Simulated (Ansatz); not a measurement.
Computed with Ansatz on PBE0-D4/def2-TZVP structures; ΔE is electronic, products minus reactants. CCSD(T)/CBS adds triple-zeta CCSD(T) − MP2 to the extrapolated MP2 energy (def2 sets, frozen cores). Functionals use def2-TZVPP. Elements past krypton have def2 core potentials. For I outer-core shells are correlated without core-valence functions, which leaves a few kJ/mol of doubt a bond. Each species was taken in one conformer, which may not be the lowest.

Reaction (ligand exchange at the Al–C bond): `[AlH2][CH2]CI` + `C[SiH2]BN` → `C[SiH2]B[NH][AlH2]` + `CCI`

`[AlH2][CH2]CI`:

Cartesian coordinates in Å:
```
Al -1.228 0.869 0.969
C 0.055 0.398 -0.451
C 0.755 -0.912 -0.244
I 2.167 -1.408 -1.823
H -1.449 -0.106 2.204
H -2.030 2.234 0.853
H -0.490 0.408 -1.403
H 0.776 1.222 -0.528
H 1.365 -0.939 0.656
H 0.080 -1.766 -0.234
```

`C[SiH2]BN`:

```xyz
12

C     0.679    0.553    1.821
Si    0.763   -0.391    0.196
B    -0.507    0.342   -1.190
N    -1.441   -0.477   -1.806
H    -0.321    0.489    2.257
H     1.391    0.155    2.547
H     0.909    1.609    1.663
H     0.477   -1.839    0.457
H     2.166   -0.329   -0.319
H    -0.494    1.498   -1.516
H    -2.088   -0.150   -2.506
H    -1.534   -1.459   -1.604
```

`C[SiH2]B[NH][AlH2]`:

Z-matrix (Å, degrees):
```
C
Si 1 1.881
H 1 1.093 2 109.6
H 1 1.092 2 111.6 3 119.8
H 1 1.092 2 111.6 3 -119.7
B 2 2.024 1 122.8 3 179.2
H 2 1.497 1 108.2 3 56.2
H 2 1.497 1 108.3 3 -57.5
N 6 1.408 2 130.8 1 1.5
H 6 1.208 2 112.0 1 -178.6
Al 9 1.804 6 132.3 2 0.5
H 9 1.014 6 113.2 2 -179.9
H 11 1.574 9 120.2 6 -0.1
H 11 1.582 9 115.5 6 179.8
```

`CCI`:

Z-matrix (Å, degrees):
```
C
C 1 1.507
H 1 1.091 2 111.5
H 1 1.095 2 109.4 3 119.5
H 1 1.091 2 111.5 3 -121.0
I 2 2.149 1 112.1 3 60.5
H 2 1.088 1 112.7 3 178.4
H 2 1.088 1 112.7 3 -57.4
```

(1) Is it downhill or uphill in electronic energy at CCSD(T)/CBS, and by how much? (An estimate is asked.)

(2) What do these levels give: PBE, PBE0, CCSD/def2-TZVPP, CCSD(T)/def2-TZVPP, MP2/def2-QZVPP, HF/CBS(def2)? (Estimate.)

Largest T1 diagnostic among the species: 0.012.

Answers

(1) The calculation gave: Downhill: ΔE = -0.85 eV.

(2) Ansatz gave: PBE -0.71, PBE0 -0.75, CCSD/def2-TZVPP -0.87, CCSD(T)/def2-TZVPP -0.86, MP2/def2-QZVPP -0.86, HF/CBS(def2) -0.92 eV.

In def2-TZVPP, CCSD(T) changes the Hartree–Fock value by +0.06 eV (the triples alone add +0.01 eV) and MP2 by +0.05 eV. From PBE to PBE0 (25 % exact exchange), in def2-TZVPP and without D4, ΔE moves by −0.04 eV.
